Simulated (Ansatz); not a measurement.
Calculated with Ansatz (gas phase, PBE0-D4/def2-TZVP geometries, no zero-point term in ΔE). CCSD(T)/CBS adds triple-zeta CCSD(T) − MP2 to the extrapolated MP2 energy (def2 sets, frozen cores). This one scheme is used for every species. Functionals use def2-TZVPP. B3LYP here is the variant with VWN-RPA as its local correlation; programs differ in this. Each species was taken in one conformer, which may not be the lowest.

Consider the ligand exchange at the Si–O bond: `N[Si](O)(F)Cl` + NH₃ → `N[Si](N)(F)Cl` + H₂O.

```tsv
level	ΔE (kJ/mol)
B97M-V	42.9
B3LYP	40.5
```

(1) What does CCSD(T)/CBS give? (Estimate.)

(2) What do rigid-rotor, harmonic-oscillator terms from PBE0-D4/def2-TZVP frequencies (298.15 K, 1 bar) make of the CCSD(T)/CBS value? (An estimate is asked.)

Largest T1 diagnostic among the species: 0.010.

Results:

(1) Computed: +36.0 kJ/mol. The listed levels differ from it by 6.9, 4.5 kJ/mol.

(2) The calculation gave: ΔZPE = -2.0 kJ/mol, ΔH = +34.7 kJ/mol, ΔS = 0 J/(mol·K), ΔG = +34.8 kJ/mol.

The D4 term adds −3.0 kJ/mol with B3LYP and −1.7 kJ/mol with PBE0; it sums over pairs of atoms, weighted by their polarisabilities, and B3LYP, whose exchange is more repulsive, gets the larger term. Leaving LDA and LC-ωPBE aside and taking each functional with its dispersion term where it has one, the values, not all of them listed here, spread over 9.8 kJ/mol, from revPBE-D4 to B97M-V. In def2-TZVPP, CCSD(T) changes the Hartree–Fock value by −5.5 kJ/mol (the triples alone add −0.4 kJ/mol) and MP2 by −6.8 kJ/mol.
